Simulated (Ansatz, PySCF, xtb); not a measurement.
Reaction 3 R1 + R2 → 3 P1 + P2, each structure at its B3LYP-D3(BJ)/def2-TZVP stationary point, reached from a drawn start (curvature not checked).
P1: H2 (SMILES [H][H]), charge 0, multiplicity 1.
R1: HF (SMILES F), charge 0, multiplicity 1.
R2: SiH4 (SMILES [SiH4]), charge 0, multiplicity 1.
P2, F3HSi (SMILES F[SiH](F)F) (charge 0, multiplicity 1, Z-matrix in Å and degrees):
```
Si
F 1 1.5787
F 1 1.5787 2 108.27
F 1 1.5787 2 108.27 3 -117.18
H 1 1.4565 2 110.64 4 -121.41
```

```
level                        reaction energy (kcal/mol)  minus CCSD(T)/cc-pV(T+d)Z
---------------------------  --------------------------  -------------------------
GFN1-xTB                                        -110.79                     -19.60
HF/cc-pV(T+d)Z                                   -91.77                      -0.58
PBE-D3(BJ)/def2-TZVPP                            -84.80                       6.39
PBE-D4/def2-TZVPP                                -85.28                       5.91
BLYP/def2-TZVPP                                  -90.36                       0.83
revPBE-D4/def2-TZVPP                             -85.46                       5.73
r2SCAN/def2-TZVPP                                -95.04                      -3.84
r2SCAN-D3(BJ)/def2-TZVPP                         -95.09                      -3.90
PBE0-D3(BJ)/def2-TZVPP                           -84.31                       6.88
BHLYP/def2-TZVPP                                 -91.51                      -0.32
BHLYP-D3(BJ)/def2-TZVPP                          -91.87                      -0.68
CAM-B3LYP-D3(BJ)/def2-TZVPP                      -92.17                      -0.98
B2PLYP-D4/def2-TZVPP                             -92.53                      -1.34
MP2/cc-pV(D+d)Z                                  -80.02                      11.17
MP2/cc-pV(T+d)Z                                  -95.23                      -4.04
MP2/cc-pV(Q+d)Z                                  -95.82                      -4.63
SCS-MP2/cc-pV(Q+d)Z                              -95.23                      -4.03
CCSD/cc-pV(D+d)Z                                 -73.50                      17.70
CCSD(T)/cc-pV(D+d)Z                              -74.68                      16.51
CCSD(T)/cc-pV(T+d)Z                              -91.19                       0.00
```

 The comparison column counts from a level with limits of its own.

P less R. No zero-point or thermal terms.

Correlated levels freeze the cores.

Codes used: Ansatz (Gaussian basis) for Hartree–Fock, density functionals and correlated methods; PySCF for the D3/D4 terms; xtb for the GFN methods. Each number belongs to the level named beside it.

Ansatz is an electronic-structure program.
